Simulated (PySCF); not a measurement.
Computed Raman spectrum (relative Raman activity) of a molecule C4H3ClF2. The structure is a stationary point at B3LYP-D3(BJ)/def2-SVP. One conformer was computed; it need not be the lowest. The numbers are results of B3LYP-D3(BJ)/def2-SVP (PySCF), not measurements. Frequencies are harmonic and unscaled.

Lines under 2 % of the strongest are left out, and lines within 2 cm⁻¹ are merged.

```
ν (cm⁻¹)  relative intensity
--------  ------------------
287                      3.2
438                      3.6
605                      3.5
630                      5.7
816                      3.3
1387                     6.3
1439                      10
1442                     6.6
2113                     2.6
3038                     100
3116                      53
3152                      40
```

**Question.** Which molecule gave these data?
(A) CC(Cl)=C=C(F)F
(B) C#CCC(F)(F)Cl
(C) FC1(F)CC=C1Cl
(D) FC1=C(Cl)[C@@H](F)C1

**Answer.** A, CC(Cl)=C=C(F)F
